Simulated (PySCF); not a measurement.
Compound: C4H12BN.
Numbering: `[BH3-:1][NH2+:2][CH2:3][CH2:4][CH:5]=[CH2:6]` (hydrogens: H7, H8, H9 on B1; H10, H11 on N2; H12, H13 on C3; H14, H15 on C4; H16 on C5; H17, H18 on C6)

Geometry (PBE0-D3(BJ)/def2-SVP, Å), atoms numbered from 1 in this order:
```xyz
18
C4H12BN angstrom
B      1.925    0.754    0.215
N      1.165   -0.233   -0.831
C      0.403   -1.354   -0.251
C     -0.897   -0.866    0.379
C     -1.804   -0.236   -0.634
C     -1.980    1.081   -0.773
H      2.684    0.033    0.855
H      1.067    1.278    0.915
H      2.514    1.570   -0.486
H      0.529    0.331   -1.404
H      1.877   -0.593   -1.467
H      1.045   -1.826    0.506
H      0.189   -2.098   -1.038
H     -1.389   -1.734    0.847
H     -0.656   -0.149    1.177
H     -2.316   -0.918   -1.327
H     -2.633    1.492   -1.548
H     -1.485    1.792   -0.104
```

Linear response at PBE0/def2-SVPD (PySCF, frozen core in the response, non-relativistic).

Static isotropic polarisability: 77.35 au (11.46 Å³), principal values 66.5, 80.1, 85.5 au.

(1) What is the polarisability at 1064 nm and at the sodium D line?

(2) What is the isotropic C6 coefficient between two such molecules, C6 = (3/π)∫α(iω)² dω?

(3) Which effective excitation energy ω̄ makes London's formula C6 = (3/4)α²ω̄ exact here?

(4) How many electrons N does the Slater–Kirkwood formula C6 = (3/4)·√N·α^(3/2) need to give this C6?

(5) What n − 1 at the D line would an ideal gas of it have at 273.15 K and 1 atm (2.6868 × 10¹⁹ cm⁻³), by n − 1 = 2π·N·α′?

(6) How anisotropic is the static polarisability, by Δα² = ½[(α1 − α2)² + (α2 − α3)² + (α3 − α1)²]?

(7) The lowest 10 singlets have (eV, f): 6.28, 0.001; 6.44, 0.008; 6.76, 0.019; 6.77, 0.006; 7.25, 0.110; 7.38, 0.174; 7.71, 0.028; 7.77, 0.015; 7.80, 0.021; 7.82, 0.017. What share of the static polarisability do they carry in the sum over states α = Σ f/ω²?

(8) What molar refraction at the D line follows from R = (4π/3)·N_A·α′, with α′ the polarisability volume?

Answers

(1) 78.01 au at 1064 nm (+0.8 %), 79.56 au at 589.3 nm (+2.9 %). The rise at 589.3 nm is 3.37 times that at 1064 nm; a pure ω² law gives 3.26. The lowest singlet lies at 197 nm, shorter than both wavelengths.

(2) 2450 au (Eh·bohr⁶) by a ten-point quadrature over imaginary frequencies, which is 1460 eV·Å⁶ or 141 J·nm⁶/mol.

(3) ω̄ = 4·C6/(3α²) = 0.546 Eh = 14.9 eV. A one-pole form α(ω) = α/(1 − ω²/ω̄²) fitted to the 1064 nm value gives 12.7 eV. London's choice of the ionisation energy (10.17 eV, ΔSCF at the same level) gives C6 = 1680 au, 32 % too low.

(4) N = (4·C6/3)²/α³ = 23.1; the species has 48 electrons in all.

(5) 19.90 × 10⁻⁴, a formal value whether or not that pressure can be reached.

(6) Δα = 17.0 au, or 0.22 of the isotropic value.

(7) 5.46 au, 7.1 % of α; the largest term, 2.37 au, is that of the state at 7.38 eV. Their oscillator strengths add up to 0.40. Higher states carry the rest.

(8) α′ = 11.79 Å³ gives R = 29.74 cm³/mol, for isolated, non-vibrating species.

One conformer stands for the species.
